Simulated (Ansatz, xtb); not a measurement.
Ranking isomers of C4H7F3Se

9 gas-phase structures of C4H7F3Se, from a drawn sample of its isomers (lower ones may exist). Each was relaxed with GFN2-xTB; where two conformers were screened, the lower at r2SCAN-D4/def2-SVP//GFN2-xTB is listed:

A. `CC[C@H]([SeH])C(F)(F)F`, a singlet
B. `CC(F)(F)C[Se]CF`, a singlet
C. `CC[Se]CC(F)(F)F`, a singlet
D. `C[C@H](F)[Se]CC(F)F`, a singlet
E. `C[Se][C@H](C)C(F)(F)F`, a singlet
F. `C[C@H](C[SeH])C(F)(F)F`, a singlet
G. `C[Se]CC(F)(F)CF`, a singlet
H. `CCC[Se]C(F)(F)F`, a singlet
I. `FCC(F)(F)CC[SeH]`, a singlet

Problem. Which do you expect lowest at r2SCAN-D4/def2-SVP//GFN2-xTB, and how would the others follow?

Solution. Calculated order at r2SCAN-D4/def2-SVP//GFN2-xTB: F (0.0), A (1.4), E (2.1), C (3.5), H (10.4), I (15.8), G (17.3), D (17.8), B (18.1) kcal/mol. Less than 1 kcal/mol parts A and E; G and D; D and B, so the order within those pairs means little.

Energies above the lowest of each column, in kcal/mol; the last columns are at r2SCAN-D4/def2-SVP geometries and were run for some of them only (a dash: not run or not comparable):

| structure | GFN2-xTB | HF/STO-3G | r2SCAN-D4/def2-SVP//GFN2-xTB | r2SCAN-D4/def2-SVP | CCSD(T)/def2-SVP + ΔMP2/def2-TZVPP |
| --- | --- | --- | --- | --- | --- |
| F | 0.0 | 2.5 | 0.0 | 0.0 | 0.0 |
| A | 0.3 | 3.6 | 1.4 | 0.7 | 1.5 |
| E | 2.7 | 0.0 | 2.1 | 1.7 | 0.8 |
| C | 4.6 | 0.4 | 3.5 | 2.9 | 2.0 |
| H | 4.4 | 0.4 | 10.4 | 10.2 | 10.2 |
| I | 8.3 | 16.1 | 15.8 | 15.1 | – |
| G | 10.3 | 13.2 | 17.3 | – | – |
| D | 10.1 | 14.0 | 17.8 | – | – |
| B | 8.0 | 13.0 | 18.1 | – | – |

CCSD(T)/def2-SVP + ΔMP2/def2-TZVPP has E and F within 1 kcal/mol of each other at the bottom, and every level picks one of them. CCSD(T)/def2-SVP + ΔMP2/def2-TZVPP orders those it was run on as F (0.0), E (0.8), A (1.5), C (2.0), H (10.2) kcal/mol. Less than 1 kcal/mol parts F and E; E and A; A and C, so the order within those pairs means little. Flexible structures stand in one conformer each, not always the lowest. Frequencies (GFN2-xTB) were run for A, C, E, F, H alone. The ΔMP2 step shifts differences by up to 4.0 kcal/mol, which makes them less sure. ΔMP2 is the change of the MP2 energy from the smaller to the larger basis.

Over these structures GFN2-xTB departs from r2SCAN-D4/def2-SVP//GFN2-xTB by 3.8 kcal/mol on average once a common shift is removed. A GFN2-xTB relaxation took about 0.12 s and the r2SCAN-D4/def2-SVP//GFN2-xTB energy about 3.3 s on a shared host (Ansatz 0.2.0, xtb 6.7.1).
